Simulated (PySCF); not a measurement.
CH7FSSi2

CH7FSSi2 is a small molecule, neutral, singlet. The structure, one conformer, was relaxed in the gas phase by PBE0-D3(BJ)/def2-SVP. No frequency run checks that it is a minimum.

SMILES: FC([SiH3])S[SiH3]

| atom | x (Å) | y (Å) | z (Å) |
| --- | --- | --- | --- |
| C1 | -0.509 | 0.171 | 0.244 |
| Si2 | -2.317 | -0.241 | -0.235 |
| S3 | 0.623 | -0.664 | -0.907 |
| Si4 | 2.500 | 0.006 | -0.082 |
| F5 | -0.341 | 1.542 | 0.215 |
| H6 | -0.283 | -0.167 | 1.270 |
| H7 | -2.556 | 0.204 | -1.636 |
| H8 | -2.526 | -1.712 | -0.105 |
| H9 | -3.217 | 0.492 | 0.702 |
| H10 | 3.538 | -0.895 | -0.659 |
| H11 | 2.440 | -0.135 | 1.404 |
| H12 | 2.805 | 1.421 | -0.434 |

Shieldings: GIAO PBE0/pcSseg-2. Shifts are against computed references at the same level: C TMS (σ 184.1 ppm), H TMS (σ 31.24 ppm), Si TMS (σ 341.3 ppm). Core levels by delta-SCF with SCAN, pcX-2 on the ionised atom and pcseg-1 elsewhere, spin-free X2C (2p3/2 is the spin-free 2p value less a third of a first-order spin-orbit splitting); from the vacuum level, for chosen atoms.

(1) Give the shieldings and core levels atom by atom.

(2) By CAM-B3LYP/def2-SVPD (TDDFT singlets, Tamm-Dancoff triplets, ionisation by delta-SCF), where does absorption start, and what does vertical ionisation take?

## Answers

(1) 
```csv
atoms,bonded to,σ (ppm),δ (ppm),core level (eV)
C1,1 F + 1 S + 1 Si + 1 H,88.7,95.4,1s 293.12
Si2,1 C + 3 H,403.7,-62.4,2p3/2 107.09
S3,1 C + 1 Si,582.1,-,2p3/2 169.14
Si4,1 S + 3 H,387.9,-46.6,2p3/2 107.26
F5,1 C,378.9,-,1s 692.38
H6,1 C,25.38,5.86,-
H7 H8 H9,1 Si,27.14,4.11,-
H10 H11 H12,1 Si,26.48,4.76,-
```

Values are those of this one static structure, with the three H of a rotating XH3 group averaged; atoms that internal rotation interchanges would show their mean in an NMR spectrum.

(2) The lowest singlet lies at 5.83 eV (f 0.005), the strongest of the first 6 at 7.62 eV (f 0.018), the lowest triplet at 5.41 eV; vertical ionisation takes 9.54 eV.

The 3 runs behind this took 2.3 min in all, one thread each of Arm Neoverse V1 on a shared host, launched as `OMP_NUM_THREADS=1 python cluster_run.py task.json out`.
